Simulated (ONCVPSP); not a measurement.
# Before and after: ONCV potential for copper (Cu)

Cu (Z = 29), optimised norm-conserving Vanderbilt (ONCV), made with ONCVPSP 4.0.1 (Wu-Cohen, scalar-relativistic). Core [Ne], reference 3s2 3p6 3d10 4s0.75 (charge +0.25). Waves: 3s+4s: rc 1.10 bohr, ncon 4, nbas 7, qcut 13.5 1/bohr, 2 projectors; 3p: rc 1.05 bohr, ncon 4, nbas 7, qcut 11.5 1/bohr, 2 projectors, debl 1.5 Ha; 3d: rc 0.85 bohr, ncon 4, nbas 9, qcut 19.6 1/bohr, 2 projectors, debl 2 Ha. Local part: polynomial inside 0.65 bohr (lpopt 3, dvloc0 2 Ha). Core correction: Teter function, fcfact 1.75, rcfact 1.7.

In the p channel the program set the typed energies aside and used -2.721, 0.250 Ha.

All-electron outer shells of the reference configuration (Wu-Cohen, scalar-relativistic, ld1.x):

```csv
shell,level (eV),outermost node (bohr),outermost maximum (bohr)
2p,-918.95,–,0.16
3s,-116.45,0.29,0.61
3p,-74.04,0.26,0.62
3d,-7.05,–,0.60
4s,-6.29,0.89,2.21
```

Change: d: qcut 21.6.

Cutoffs: the cutoffs (Ha) at which the residual kinetic energy of the hardest occupied pseudo-wave falls to 1 and 0.1 mHa per electron; they do not see the model core or the augmentation charge, which bear on the density cutoff. Errors are all-electron minus pseudo energies relative to the spin-unpolarised reference configuration.

What does the change do?

The potential gets harder (136 Ha and 156 Ha → 151 Ha and 175 Ha); the errors of the 3 common tests hardly move; neither file shows a bound ghost. The waves are optimised to have the least kinetic energy above qcut, so the cutoff follows it (qcut²/2 in Ha).

| quantity | base | changed |
| --- | --- | --- |
| cutoff, loose | 136 Ha | 151 Ha |
| cutoff, tight | 156 Ha | 175 Ha |
| loose cutoff by channel | s 56 Ha, p 46 Ha, d 136 Ha | s 56 Ha, p 46 Ha, d 151 Ha |
| bound ghosts | none | none |
| GHOST(+) flags under 300 eV | none | none |
| tests with a reliable result | 3 of 4 | 3 of 4 |
| error for 3s2 3p6 3d10 4s0, meV [ΔE 6.73 eV] | +0.4 | +0.4 |
| error for 3s2 3p6 3d9 4s0, meV [ΔE 28.07 eV] | -1.7 | -1.8 |
| error for 3s2 3p6 3d9 4s2, meV [ΔE 0.62 eV] | +3.1 | +2.9 |
| s: phases at 1.12 bohr within 0.05 rad from the reference energy up to (Ha; the scan ends near 5) | to the end of the scan | to the end of the scan |
| p: phases at 1.06 bohr within 0.05 rad from the reference energy up to (Ha; the scan ends near 5) | to the end of the scan | to the end of the scan |
| d: phases at 0.86 bohr within 0.05 rad from the reference energy up to (Ha; the scan ends near 5) | to the end of the scan | to the end of the scan |
| rms error of d²Exc/dni dnj with the model core, mHa | 1.12 | 1.09 |
